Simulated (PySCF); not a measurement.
Geometry:
```
atom   x (Å)   y (Å)   z (Å)
  C1  -1.762  -1.236   0.203
  C2  -1.399   0.225  -0.036
  C3   0.107   0.502  -0.018
  C4   0.371   2.005  -0.012
  C5   0.954  -0.286  -1.050
  C6   1.687  -1.016   0.089
  C7   0.873  -0.220   1.087
  O8   0.860  -0.158   2.282
  H9  -1.342  -1.883  -0.563
 H10  -2.843  -1.355   0.188
 H11  -1.397  -1.565   1.173
 H12  -1.867   0.832   0.742
 H13  -1.797   0.551  -1.001
 H14  -0.060   2.456   0.880
 H15  -0.075   2.469  -0.890
 H16   1.440   2.207  -0.014
 H17   1.596   0.347  -1.659
 H18   0.378  -0.934  -1.706
 H19   1.511  -2.088   0.147
 H20   2.760  -0.840   0.156
```

Geometry: GFN2-xTB; GIAO shifts from PySCF, gas phase, non-relativistic, averaged over equivalent atoms.

At PBE0/pcSseg-1 (196 basis functions, 43 s wall time on 1 thread of an Arm Neoverse V1, shared host):
| atoms | δ (ppm) |
| --- | --- |
| C7 | 224.0 |
| C3 | 66.2 |
| C6 | 43.7 |
| C2 | 33.4 |
| C4 | 26.5 |
| C5 | 22.9 |
| C1 | 11.6 |
| O8 | 669.4 |
| H20 | 3.01 |
| H19 | 2.78 |
| H18 | 1.90 |
| H17 | 1.61 |
| H12 | 1.60 |
| H13 | 1.27 |
| H14/H15/H16 | 1.20 |
| H9/H10/H11 | 0.99 |

Referencing at the same level of theory: TMS for 13C (186.93 ppm), 1H (31.72 ppm); H2O for 17O (336.08 ppm).

Predict the values at CAM-B3LYP/pcSseg-1 on the same geometry.

Answers


```tsv
atoms	δ at CAM-B3LYP/pcSseg-1	change
C7	228.3	+4.3
C3	66.7	+0.5
C6	43.5	-0.2
C2	33.4	+0.0
C4	26.4	-0.1
C5	23.2	+0.3
C1	11.4	-0.2
O8	676.5	+7.1
H20	2.92	-0.09
H19	2.71	-0.07
H18	1.90	+0.00
H17	1.60	-0.01
H12	1.56	-0.04
H13	1.25	-0.02
H14/H15/H16	1.18	-0.02
H9/H10/H11	1.00	+0.01
```

Chemical shifts δ = σref − σ; 13C (σref 185.10) and 1H (σref 31.78) vs TMS; 17O (σref 340.17) against H2O, all at this level.

The largest change is at O8 (ketone oxygen). Cost: 196 basis functions, 40 s wall time on 1 thread of an Arm Neoverse V1, shared host. The order of the carbon signals is the same at both levels.

Unscaled 17O shifts of doubly bonded oxygen tend to come out too high, by tens of ppm or more. Experimental scales use liquid or dissolved standards, which lie at an offset from isolated H2O (liquid H2O: subtract about 36 ppm).
